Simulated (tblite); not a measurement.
**Question.** What does the GFN2-xTB structure of `C([SiH3])[Si@@H](Cl)C1CCC=1Cl` look like in three dimensions?

**Answer.** 
Z-matrix in Å and degrees, rows numbered from 1:
```
Si
C   1  1.9069
Si  2  1.8969  1  116.21
Cl  3  2.0280  2  110.27  1   -59.35
C   3  1.8702  2  111.00  1    58.37
C   5  1.3393  3  135.48  2    32.24
Cl  6  1.7033  5  133.60  3     1.21
C   6  1.4970  5   96.49  3  -178.81
C   5  1.5207  3  133.02  2  -146.45
H   1  1.4660  2  108.49  3  -177.83
H   1  1.4637  2  109.50  3   -58.11
H   1  1.4630  2  109.93  3    62.59
H   2  1.0894  1  108.52  3   122.02
H   2  1.0906  1  108.58  3  -123.17
H   3  1.4681  2  111.71  1  -178.10
H   8  1.0887  6  115.21  5   115.15
H   8  1.0886  6  115.38  5  -115.89
H   9  1.0876  5  114.46  3   -65.10
H   9  1.0873  5  114.48  3    62.62
```

The C–Si distances run from 1.870 Å (Si3–C5, drawn single) to 1.907 Å (Si1–C2, drawn single), a spread of 0.037 Å. The 4-membered ring C5–C6–C8–C9 has internal angles of 84.7° to 96.5°; it is planar, 0.00 Å rms from its mean plane, widest ring torsion 0°. Si1 (SiH3 silicon) is tetrahedral (angles from 108.5° to 109.9°). Si3 (chlorine-bound silicon) is tetrahedral (angles from 106.4° to 111.7°).

Computed geometry: GFN2-xTB, gas phase.

Point group: C1 (no symmetry element, even within 0.4 Å). Its GFN2-xTB frequencies are all real (lowest 17 cm⁻¹). The numbers are those of one conformer (Si1–C2–Si3–Cl4 -59°, C2–Si3–C5–C6 32°). 3 starts were optimised and ended at 0.00, 0.94 and 1.42 kcal/mol (GFN2-xTB); the lowest of these is shown.

The run took 10 s wall, 6.8 s CPU on one thread, Intel Xeon at 2.50 GHz (x86_64), shared host with 64 logical CPUs at a one-minute load of 63. This is the geometry optimisation.
